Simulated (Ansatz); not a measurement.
Wavefunction ladder for `[C]#C[SiH2]C` radical

Cartesian coordinates in Å:
```
C -1.388 0.289 2.659
C -1.062 0.369 1.494
Si -0.529 0.459 -0.259
C 0.991 -0.586 -0.516
H -0.263 1.887 -0.571
H -1.661 -0.016 -1.095
H 1.314 -0.534 -1.559
H 1.811 -0.237 0.116
H 0.787 -1.630 -0.270
```

The species carries charge 0 and has multiplicity 2. The geometry is a stationary point of PBE0-D4/def2-TZVP. Frozen core, unrestricted reference, Ansatz 0.2.0. CBS rows extrapolate triple and quadruple zeta; past MP2 they add the triple-zeta difference.

| basis | HF (Eh) | MP2 corr. | CCSD corr. | (T) | CCSD(T) total |
| --- | --- | --- | --- | --- | --- |
| def2-SVP | -405.13779 | -0.43129 | -0.49904 | -0.01826 | -405.65509 |
| def2-TZVPP | -405.37222 | -0.53439 | -0.59728 | -0.02764 | -405.99714 |
| def2-QZVPP | -405.38613 | -0.57114 | – | – | – |
| CBS(def2) | -405.38804 | -0.59836 | -0.66125 | as TZ | -406.07693 |

The UHF reference is spin-contaminated (⟨S²⟩ = 1.15, T1 = 0.045).
